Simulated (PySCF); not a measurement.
# Strontium: a sound run and one with changed settings

Sound run: Sr [Kr] 5s2, Sr⁺ [Kr] 5s1. Computed with PySCF 2.14 in def2-TZVP with the def2 core potential (28 electrons), with a scalar-relativistic core potential. The sound run starts from symmetry-adapted Hartree-Fock orbitals and uses a fine grid where one is needed.

Changed run: basis STO-3G, all-electron and non-relativistic. This setting is unsound on purpose.

| species | method | sound run (hartree) | changed run (hartree) | converged |
| --- | --- | --- | --- | --- |
| Sr | UHF | -30.34712 | -3099.11673 | yes |
| Sr | r2SCAN | -30.68847 | -3100.64555 | yes |
| Sr | LDA | -30.57959 | -3096.46528 | yes |
| Sr⁺ | UHF | -30.17277 | -3099.06918 | yes |
| Sr⁺ | r2SCAN | -30.48886 | -3100.55756 | yes |
| Sr⁺ | LDA | -30.36392 | -3096.34909 | yes |

Ionisation energy of Sr:

| method | sound run (eV) | changed run (eV) |
| --- | --- | --- |
| UHF | 4.744 | 1.294 |
| r2SCAN | 5.432 | 2.394 |
| LDA | 5.869 | 3.162 |

A minimal basis cannot let orbitals breathe on ionisation and holds almost no correlation. The Hamiltonian changed with the basis, so the totals do not compare.

For comparison, NIST gives 5.695 eV between the lowest levels.
